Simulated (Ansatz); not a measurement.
FHO3W, SMILES `[O]=[W](=[O])([OH])[F]`, charge 0, multiplicity 1.

(1) Give a relaxed structure at PBE0-D4/def2-TZVP (the Gaussian-basis code of Ansatz). (An estimate is asked.)

Results:

(1) Ansatz gave: 
Cartesian coordinates in Å:
```
O 1.601 -0.691 0.862
W 0.056 -0.151 0.407
O -0.918 -1.519 0.152
O 0.212 0.815 -1.189
F -0.670 0.885 1.767
H -0.282 0.660 -1.998
```
